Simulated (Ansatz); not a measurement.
Basis-set extrapolation for CH₄ClNOSi (`O/C=N/[SiH2]Cl`) (PBE0-D4/def2-TZVP geometry, frozen core, Ansatz 0.2.0). Multiplicity 1, RHF reference.

```json
{"": "HF", "def2-TZVPP": "-918.116842", "def2-QZVPP": "-918.146573"}
{"": "MP2 correlation", "def2-TZVPP": "-0.900836", "def2-QZVPP": "-0.974170"}
{"": "CCSD(T) correlation", "def2-TZVPP": "-0.978087", "def2-QZVPP": "not run"}
```

Energies in hartree. Use E(X) = E(∞) + A·exp(−7.88·√X) for Hartree–Fock and E(X) = E(∞) + B·X^(−2.97) for correlation, with X = 3 and 4, and add CCSD(T) minus MP2 of the smaller set to the MP2 limit.

**Question.** What is the CCSD(T) energy at the basis-set limit?

**Answer.** HF limit: -918.146573 + (-0.029731) × 0.13774 = -918.15067. MP2 limit: -0.974170 + (-0.073334) × 0.74074 = -1.02849. Higher-order term: -0.978087 − (-0.900836) = -0.07725. Total: -919.25641 hartree, 101.3 kcal/mol below CCSD(T)/def2-TZVPP.
